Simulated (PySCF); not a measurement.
# Two-dimensional NMR puzzle

Compound of formula C$_{7}$H$_{4}$F$_{2}$. Correlations simulated from computed shifts and the bond graph:

HSQC (one-bond C–H):
```
  δH     δC
5.58   73.7
5.49  104.6
3.40  102.0
```

HMBC (two and three bonds, from the bond graph):
```
  δH                        δC
5.58               100.6, 90.3
5.49  161.6, 102.0, 90.3, 79.5
3.40               104.6, 79.5
```

Carbons without hydrogens: δ 161.6, 100.6, 90.3, 79.5.

- shielding tensors at PBE0/pcSseg-1 (GIAO)
- GFN2-xTB structure
- program: PySCF
- no relativistic terms, rapidly exchanging positions averaged, one conformer, no solvent

δ = σ(ref) − σ, references computed at the same level: 1H (σref 31.72) and 13C (σref 186.93) vs TMS.

Exchangeable hydrogens are left out of these lists.

Assemble the structure.

## Answers

SMILES F/C(=C\C#C)C#CCF.

Mapped SMILES: `[CH:1]#[C:2]/[CH:3]=[C:4](\[F:5])[C:6]#[C:7][CH2:8][F:9]`; H(Xn) means a hydrogen on atom n.

δC 161.6 is C4, a fully substituted alkene carbon. δC 104.6 is C3, an alkene CH (δH 5.49). δC 102.0 is C1, a terminal alkyne carbon (δH 3.40). δC 100.6 is C7, an alkyne carbon. δC 90.3 is C6, an alkyne carbon. δC 79.5 is C2, an alkyne carbon. δC 73.7 is C8, a propargylic sp3 CH2 bonded to F (δH 5.58). HMBC from δH 5.58 reaches the proton-free carbons C7, C6. HMBC from δH 5.49 reaches the proton-free carbons C4, C6, C2. HMBC from δH 3.40 reaches the proton-free carbon C2.

The data come from this structure; uniqueness wasn't tested.

Shifts are as computed. Against solution values, carbons near 30 ppm lie about +3 ppm off and those near 130 ppm about +5 ppm. Of 1211 compounds with measured shifts, 218 miss one by over three times the rms of a fit or turn the order of signals round; such compounds aren't used in these exercises.
